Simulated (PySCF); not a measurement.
Two species compared at the same levels of theory.

First species: C5H6FN.
Numbering: `[H]/[N:4]=[C:3](\[CH:2]=[CH2:1])[C:5](=[CH2:6])[F:7]` (hydrogens: H8, H9 on C1; H10 on C2; H11 on N4; H12, H13 on C6)

Second species: C3H11PSSi2.
SMILES: `C1CC[SiH2]S[Si@H]1P`

Levels: CAM-B3LYP/def2-SVPD for HOMO energy, LUMO energy, HOMO–LUMO gap and static isotropic polarisability; TDDFT CAM-B3LYP/def2-SVPD for lowest singlet excitation; TDA CAM-B3LYP/def2-SVPD for lowest triplet excitation (Tamm–Dancoff). Geometries: GFN2-xTB. Each structure is a single optimised conformer of the isolated species, non-relativistic unless stated; the electronic structure was computed with PySCF and density fitting.

Dipoles, sizes and rotational constants follow the conformer. The torsions of the flexible species, by atom-mapped SMILES:
- `[H]/[N:4]=[C:3](\[CH:2]=[CH2:1])[C:5](=[CH2:6])[F:7]`: C1–C2–C3–N4 0°, C2–C3–C5–C6 180°

The conformers of `P[Si@H]1CCC[SiH2]S1` aren't listed.

| property | column X | column Y |
| --- | --- | --- |
| HOMO energy | -8.15 eV | -8.66 eV |
| LUMO energy | 0.88 eV | -1.11 eV |
| HOMO–LUMO gap | 9.03 eV | 7.55 eV |
| lowest singlet excitation | 5.98 eV | 4.20 eV |
| lowest triplet excitation (Tamm–Dancoff) | 5.61 eV | 2.81 eV |
| static isotropic polarisability | 129.5 au | 69.3 au |

(1) Which column belongs to which species?

(2) How does each property change from the first species to the second?

Answers

(1) Column X is the second species and column Y the first. The first has 13 atoms and 52 electrons, the second 18 and 88.

(2) HOMO energy +0.51 eV; LUMO energy +1.99 eV; HOMO–LUMO gap +1.48 eV; lowest singlet excitation +1.78 eV; lowest triplet excitation (Tamm–Dancoff) +2.80 eV; static isotropic polarisability +60.2 au.

On the first: S1 lies 3.35 eV below the HOMO–LUMO gap; its leading configuration is HOMO−1→LUMO, weight 0.97. The 8 singlets span 4.20 to 7.50 eV, and their oscillator strengths add up to 0.67.

On the second: The polarisability is 19.20 Å³ as a volume (1 au = 0.148185 Å³), or 1.47 au for each of the 88 electrons. The vertical singlet–triplet gap S1 − T1 is 0.37 eV (TDDFT singlet less Tamm–Dancoff triplet; S1: HOMO→LUMO+1, weight 0.51, beside HOMO→LUMO, weight 0.30; T1: HOMO→LUMO+1, weight 0.42, beside HOMO→LUMO+2, weight 0.29).
